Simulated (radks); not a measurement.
Q: Ionisation ladder of tungsten, from W XLV to W LXVI. Each ion is in the ground configuration listed by NIST, and IE = E(next ion) - E(this ion). Calculated with a radial shooting solver on a logarithmic mesh with Libxc functionals: Dirac Kohn-Sham, exchange-only PBE, spin-unpolarised, spherical densities, finite nucleus; open shells fill j = l - 1/2 first; Fermi nuclear charge, rms radius 5.3658 fm.

| species | configuration | IE, Delta-SCF (eV) | -e(HOMO) (eV) | HOMO | <r> HOMO (bohr) |
|---|---|---|---|---|---|
| W XLV | [Ar] 3d10 4s2 | ? | 2334.9 | 4s1/2 | 0.392 |
| W XLVI | [Ar] 3d10 4s1 | 2422.7 | 2393.2 | 4s1/2 | 0.390 |
| W XLVII | [Ar] 3d10 | 4050.0 | 3986.2 | 3d5/2 | 0.178 |
| W XLVIII | [Ar] 3d9 | 4178.5 | 4114.0 | 3d5/2 | 0.177 |
| W XLIX | [Ar] 3d8 | 4308.5 | 4243.2 | 3d5/2 | 0.175 |
| W L | [Ar] 3d7 | 4439.9 | 4374.0 | 3d5/2 | 0.174 |
| W LI | [Ar] 3d6 | 4572.7 | 4506.1 | 3d5/2 | 0.173 |
| W LII | [Ar] 3d5 | 4707.0 | 4639.6 | 3d5/2 | 0.171 |
| W LIII | [Ar] 3d4 | 4920.5 | 4851.0 | 3d3/2 | 0.166 |
| W LIV | [Ar] 3d3 | 5060.4 | 4990.2 | 3d3/2 | 0.165 |
| W LV | [Ar] 3d2 | 5201.6 | 5130.8 | 3d3/2 | 0.164 |
| W LVI | [Ar] 3d1 | 5344.2 | 5272.7 | 3d3/2 | 0.163 |
| W LVII | [Ar] | 5734.4 | 5672.8 | 3p3/2 | 0.188 |
| W LVIII | [Ne] 3s2 3p5 | 5858.1 | 5796.2 | 3p3/2 | 0.187 |
| W LIX | [Ne] 3s2 3p4 | 5982.2 | 5920.1 | 3p3/2 | 0.186 |
| W LX | [Ne] 3s2 3p3 | 6106.6 | 6044.4 | 3p3/2 | 0.185 |
| W LXI | [Ne] 3s2 3p2 | ? | 6537.7 | 3p1/2 | 0.173 |
| W LXII | [Ne] 3s2 3p1 | ? | 6670.9 | 3p1/2 | 0.172 |
| W LXIII | [Ne] 3s2 | ? | 6961.3 | 3s1/2 | 0.183 |
| W LXIV | [Ne] 3s1 | 7146.0 | 7084.2 | 3s1/2 | 0.182 |
| W LXV | [Ne] | 15633.0 | 15465.9 | 2p3/2 | 0.0701 |
| W LXVI | [He] 2s2 2p5 | 15968.4 | 15800.4 | 2p3/2 | 0.0697 |

Estimate the withheld Delta-SCF values.

A: W XLV: 2364.0 eV (NIST 2355); W LXI: 6604.3 eV (NIST 6596); W LXII: 6737.4 eV (NIST 6735); W LXIII: 7022.7 eV (NIST 7000).

Beside tabulated values, note that spin-unpolarised runs miss the spin-polarisation part of the exchange energy of open shells.
